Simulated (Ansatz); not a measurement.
Two isomers of CH9NSi3: A = `N[SiH]1C[SiH2][SiH2]1`, B = `N[Si@@H]1C[Si@H]1[SiH3]`.

Program: Ansatz. Geometries: PBE0-D4/def2-TZVP. ΔE: electronic, gas phase. CCSD(T)/CBS is the MP2 limit (def2-TZVPP, def2-QZVPP) plus CCSD(T) − MP2 in def2-TZVPP, frozen cores. Functionals use def2-TZVPP. B3LYP here is the variant with VWN-RPA as its local correlation; programs differ in this. Each species was taken in one conformer, which may not be the lowest.

(1) Which isomer does CCSD(T)/CBS put lower? Give the gap. (Best estimate.)

(2) Give E(B) − E(A) in kcal/mol with B3LYP, r2SCAN-D4, CCSD/def2-TZVPP, MP2/def2-TZVPP, ωB97M-V, PBE-D4, HF/def2-TZVPP. (An estimate is asked.)

Largest T1 diagnostic: 0.013.

## Answers

(1) Ansatz gave: A, by 22.6 kcal/mol.

(2) Computed: B3LYP 20.1, r2SCAN-D4 21.1, CCSD/def2-TZVPP 22.5, MP2/def2-TZVPP 22.7, ωB97M-V 22.7, PBE-D4 21.1, HF/def2-TZVPP 22.3. None reverses the order clearly.

The D4 term adds +1.3 kcal/mol with B3LYP and +0.7 kcal/mol with PBE0; it sums over pairs of atoms, weighted by their polarisabilities, and B3LYP, whose exchange is more repulsive, gets the larger term. From PBE to PBE0 (25 % exact exchange), in def2-TZVPP and without D4, E(B) − E(A) moves by +1.6 kcal/mol.
